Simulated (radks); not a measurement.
Results of a calculation; reference values are marked as such.
N4+, configuration [He] 2s1 (the NIST ground configuration). Code: a radial shooting solver on a logarithmic mesh with Libxc functionals. Model: non-relativistic Kohn-Sham, PBE, spin-polarised, spherical densities, point nucleus; open shells are filled with parallel spins first.

Unscreened Slater integrals over Kohn-Sham orbitals (cm^-1). They are taken over the spin-up orbitals.

integral,value
"F0(2s,2s)",189170
"F0(2s,1s)",264250
"G0(2s,1s)",23908
"F0(1s,1s)",905280
